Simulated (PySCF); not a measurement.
**Worked example: oscillator strength and radiative lifetime**

In(Cl)(Me)(vinyl) (C3H6ClIn), SMILES C=[CH][In]([CH3])[Cl].

Geometry optimised at B3LYP-D3(BJ)/def2-SVP. The structure was generated by enumeration; whether it is a known compound was not checked. The def2 effective core potentials stand for the cores of In; spin–orbit coupling is left out. Other conformers were not sampled.

TDDFT-PBE0/def2-SVPD (PySCF) puts the first singlet state with f over 0.02 at 5.68 eV (vertical), with the transition dipole (-0.147, -0.675, 0.000) in atomic units.

### Question
Find the oscillator strength, the wavelength and the radiative lifetime that this transition would have in vacuum if emission retraced absorption.

### Answer

|μ|² = 0.4772 au, so |μ| = 1.76 D. ΔE = 5.68/27.211 = 0.2087 hartree. f = (2/3) ΔE |μ|² = 0.066 (the program prints 0.066).
λ = 1239.84/5.68 = 218 nm; ν = 45812 cm⁻¹.
Einstein's coefficient A = 0.6670 ν² f s⁻¹ (ν in cm⁻¹) = 9.3e7 s⁻¹, so τ = 1/A = 11 ns. This state is S3; the lower singlets have f = 0.000, 0.001. The figure is the radiative limit of this one transition; relaxation, internal conversion, crossing to triplets and a medium change what is measured.
